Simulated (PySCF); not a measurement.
A structure optimised at r2SCAN-D4/def2-TZVP, used in a PySCF frequency run:

```
N
H 1 1.0075
C 1 1.3131 2 120.56
H 1 1.0166 2 117.16 3 180.00
S 3 1.5919 1 137.15 2 180.00
```
Charge 0, spin multiplicity 2.

**Question.** Write its SMILES, formula and point group.

**Answer.** N[C]=S, CH₂NS, Cs

**Question.** What are its rotational constants (standard atomic weights)?

**Answer.** 125.53, 5.8927, 5.6285 GHz
